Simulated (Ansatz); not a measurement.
Reaction (isomerisation): `N#C[S][GeH3]` → `S=[C]1[NH][GeH2]1`

Calculated with Ansatz (gas phase, PBE0-D4/def2-TZVP geometries, no zero-point term in ΔE). CCSD(T)/CBS adds triple-zeta CCSD(T) − MP2 to the extrapolated MP2 energy (def2 sets, frozen cores). Functionals use def2-TZVPP. HSE06 is defined as in plane-wave codes. For Ge outer-core shells are correlated without core-valence functions, which leaves a few kJ/mol of doubt a bond. Scalar relativity is left out up to krypton.

| level | ΔE (kJ/mol) |
| --- | --- |
| B97M-V | 111.2 |
| r2SCAN0-D4 | 109.2 |
| ωB97X-V | 130.2 |
| B2PLYP | 126.5 |
| r2SCAN | 100.9 |
| HSE06 | 101.9 |
| HF/def2-TZVPP | 179.8 |
| CCSD/def2-TZVPP | 146.8 |

(1) What does CCSD(T)/CBS give? (An estimate is asked.)

Largest T1 diagnostic among the species: 0.017.

## Answers

(1) Computed: +126.6 kJ/mol. The listed levels differ from it by -15.4, -17.4, 3.6, -0.1, -25.7, -24.7, 53.2, 20.2 kJ/mol.

From BLYP to BHLYP (50 % exact exchange), in def2-TZVPP and without D4, ΔE moves by +24.5 kJ/mol. In def2-TZVPP, CCSD(T) changes the Hartree–Fock value by −43.1 kJ/mol (the triples alone add −10.2 kJ/mol) and MP2 by −46.1 kJ/mol.
